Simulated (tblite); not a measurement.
Compound: C₅H₅F₃OS.
Bonds: C1–C2 (double), C2–S3, S3–C4, C2–C5, C5–O6 (double), C5–C7, C7–F8, C7–F9, C7–F10. Hydrogens: H11, H12 on C1; H13, H14, H15 on C4.

Structure optimised with GFN2-xTB, isolated species.

Q: List the bond lengths, angles and torsions at this level.

A: 
| bond | length (pm) | order |
| --- | --- | --- |
| C1=C2 | 134.3 | double |
| C2–S3 | 175.7 | single |
| S3–C4 | 181.3 | single |
| C2–C5 | 147.3 | single |
| C5=O6 | 120.1 | double |
| C5–C7 | 155.8 | single |
| C7–F8, C7–F9, C7–F10 | 133.8 | single |
| C1–H11 | 107.3 | single |
| C1–H12 | 107.7 | single |
| C4–H13, C4–H14, C4–H15 | 108.6 | single |

Bonds in one row agree within 1 pm and their mean is given. Orders are formal, as drawn. A selection of angles:
| angle | degrees |
| --- | --- |
| C1–C2–S3 | 126.1 |
| C1–C2–C5 | 117.3 |
| S3–C2–C5 | 116.6 |
| C2–S3–C4 | 102.3 |
| C2–C5–O6 | 124.4 |
| C2–C5–C7 | 117.1 |
| O6–C5–C7 | 118.5 |
| C5–C7–F8 | 112.2 |
| F8–C7–F9 | 107.1 |

Dihedral angles: C1–C2–S3–C4 -1° (synperiplanar); C1–C2–C5–O6 8° (synperiplanar); C2–C5–C7–F8 -65° (synclinal). The mirror-image conformer, all signs reversed, is as good.

The 2 C–S bonds span 1.757 Å (C2–S3, drawn single) to 1.813 Å (S3–C4, drawn single), a spread of 0.056 Å. The C–C distances run from 1.343 Å (C1=C2, drawn double) to 1.558 Å (C5–C7, drawn single), a spread of 0.215 Å. Of the pairs four or more bonds apart, C4···H11 is among the closest relative to their van der Waals radii: 2.58 Å, 89 % of the sum of Bondi's values.

Point group: near Cs, missed by 0.35 Å at most; the miss may be what the optimiser left on a soft mode. Its GFN2-xTB frequencies are all real (lowest 20 cm⁻¹). The numbers are those of one conformer. 2 starts were optimised and ended at 0.00 and 2.83 kcal/mol (GFN2-xTB); the lowest of these is shown.

Time: 0.62 s of wall time. Hardware: an Intel Xeon at 2.70 GHz with one thread, shared host with 64 logical CPUs at a one-minute load of 6.1. That covers the optimisation of the geometry.

The numbers are calculated, not measured.
